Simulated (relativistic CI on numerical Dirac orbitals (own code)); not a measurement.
Ni⁺ in a cubic cluster: 3p photoemission with charge transfer

Computed with a charge-transfer multiplet model of a cubic metal-ligand cluster with up to one ligand hole, Slater and spin-orbit integrals from Dirac-Coulomb-Breit ions, Slater integrals scaled by 0.8. The ground state mixes d9 with configurations of k ligand holes L, whose averages lie at kΔ + k(k − 1)U_dd/2; a core hole lowers each added d electron by U_cd. 300 K, Lorentzian 0.9 eV and Gaussian 0.8 eV FWHM.

Atomic integrals in eV (Slater integrals scaled, ζ unscaled), ground: F2dd 9.736, F4dd 6.042, zeta_d 0.072; with the core hole: F2dd 9.736, F4dd 6.042, zeta_d 0.080, zeta_core 1.430, F2cd 10.863, G1cd 13.457, G3cd 8.141.

Cluster parameters (eV): Δ = 5.1, U_dd = 6.5, U_cd = 8.2, 10Dq = 0.7, 10Dq(ligand) = 0.2, final-state hopping factor = 1.

Weights, n_d and S are thermal averages at 300 K. Binding energies count from the first peak over 30 % of the highest in each spectrum, which can be another peak from case to case. The parameters are a model scan and need not match a compound or its usual spin state. Peaks in eV (height, largest 100): 0.0 (100), 2.1 (57), 6.2 (54), 12.3 (31).

Problem. Which parameters give this spectrum?
A. V(eg) = 1.45 eV, V(t2g) = -0.75 eV
B. V(eg) = 1.75 eV, V(t2g) = -0.91 eV
C. V(eg) = 0.85 eV, V(t2g) = -0.44 eV
D. V(eg) = 2.35 eV, V(t2g) = -1.22 eV
E. V(eg) = 2.05 eV, V(t2g) = -1.07 eV

Solution. A. V(eg) = 1.45 eV, V(t2g) = -0.75 eV; the ground state then has 9.06 d electrons and S = 0.50. The choice follows from running the model for each set and comparing peak positions and heights.
